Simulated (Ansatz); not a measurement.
Species: sum formula H4SiNO3, net charge 0, doublet state. It need not be the lowest isomer of its formula. 
Geometry from a B3LYP-D3(BJ)/def2-TZVP (Ansatz, a first-principles code) optimisation:
```
Si
O 1 1.6335
H 2 0.9608 1 118.77
O 1 1.6368 2 109.29 3 70.76
H 4 0.9610 1 116.91 2 -153.63
O 1 1.6400 2 113.22 3 -48.09
H 6 0.9605 1 117.38 2 -92.31
N 1 1.7432 2 107.38 3 -168.14
H 8 1.0221 1 113.72 2 -45.15
```
Charge 0, spin multiplicity 2.

Total electronic energies in hartree. Cores are frozen in the correlated levels unless marked. Open shells are spin-unrestricted. No spin-orbit coupling. No relativistic terms. Basis-set limits of correlation are two-point, X^-3; Hartree-Fock from the larger set.

```csv
level,program,energy (Eh)
HF/cc-pV(T+d)Z,Ansatz,-570.59021
PBE-D4/def2-TZVPD,Ansatz + dftd4,?
PBE0/STO-3G,Ansatz,-564.66248
BHLYP-D4/def2-TZVPD,Ansatz + dftd4,-572.45955
B2GP-PLYP-D3(BJ)/def2-TZVPD,Ansatz + dftd3,?
RI-MP2/cc-pV(T+d)Z,Ansatz,-571.59416
CCSD/STO-3G,Ansatz,-563.41766
CCSD/6-31G*,Ansatz,-571.17996
"CCSD(T)/CBS(cc-pV(T+d)Z,cc-pV(Q+d)Z)",Ansatz,-571.8157
```

Complete the blanks.


- PBE-D4/def2-TZVPD, energy (Eh): -572.13396
- B2GP-PLYP-D3(BJ)/def2-TZVPD, energy (Eh): -572.19658
